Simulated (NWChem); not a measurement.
Species: C$_{2}$H$_{6}$BFO; SMILES CB(O)CF

```xyz
11

C     -0.5462     1.9820     0.0090
B      0.0640     0.5319    -0.0143
O      1.4132     0.3505    -0.0069
C     -0.8251    -0.7935    -0.0200
F      0.0145    -1.9266     0.0157
H      0.1968     2.7557    -0.2669
H     -1.4353     2.0842    -0.6472
H     -0.8988     2.2128     1.0391
H      1.5909    -0.6158     0.0044
H     -1.4646    -0.8552    -0.9314
H     -1.5176    -0.8363     0.8527
```
Atoms are numbered in this order, from 1.

All runs: NWChem. Medium grid unless said otherwise, to which SCAN and Minnesota functionals are sensitive. Geometry: optimised at PBE-D3(BJ)/def2-SVP. Hybrids' shares of exact exchange are those that their runs print; pure functionals count as 0. The functionals differ in more than this share.

| row | share of exact exchange | orbital gap (eV) |
|---|---|---|
| PBE/def2-SVP | 0.00 | 6.31 |
| RPBE/def2-SVP | 0.00 | 6.35 |
| B3LYP/def2-SVP | 0.20 | withheld |
| PW6B95/def2-SVP | 0.28 | 9.04 |
| M05-2X/def2-SVP | 0.56 | 11.64 |
| Hartree-Fock/def2-SVP | 1.00 | 16.64 |

**Question.** Fit a straight line of the last column on the one before it, predict the withheld value, and compare with the run.

**Answer.** 
1. Means of the 5 shown rows: x = 0.368, y = 9.996. Slope Σ(x − x̄)(y − ȳ)/Σ(x − x̄)² = 7.297/0.7149 = 10.21; intercept 6.239.
2. The shown rows scatter about the line by 0.177 (root mean square); the largest residual is -0.32, at M05-2X/def2-SVP.
3. At x = 0.20 (B3LYP/def2-SVP; inside the shown range) the line gives 8.28.
4. The run gives 8.47, +0.19 from the line, 1.1 times the scatter.
